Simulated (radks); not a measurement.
Problem. Te4+, configuration [Kr] 4d10 5s2. Calculated with a radial shooting solver on a logarithmic mesh with Libxc functionals: scalar-relativistic Kohn-Sham, HCTH/407, spin-polarised, spherical densities, finite nucleus; Fermi nuclear charge, rms radius 4.7423 fm. Some entries of the table are withheld. Estimate them.

orbital,occ.,eigenvalue (hartree),<1/r> (bohr^-1),<r^2> (bohr^2)
1s,2,-1163.570,55.54,0.001049
2s,2,-180.0616,12.72,0.01694
2p,6,-161.9152,12.19,0.01339
3s,2,-37.18339,4.548,0.1185
3p,6,-31.27529,4.328,0.1187
3d,10,(1),(2),0.1039
4s,2,-7.67991,1.825,0.6578
4p,6,-5.84284,1.669,0.7618
4d,10,-3.15274,(3),(4)
5s,2,-1.95862,0.7019,3.888
5p,0,-1.52485,(5),5.126
6s,0,-0.86295,0.3619,14.93

Solution. 
(1) 3d eigenvalue (hartree): -22.33499
(2) 3d <1/r> (bohr^-1): 4.096
(3) 4d <1/r> (bohr^-1): 1.388
(4) 4d <r^2> (bohr^2): 1.063
(5) 5p <1/r> (bohr^-1): 0.6047
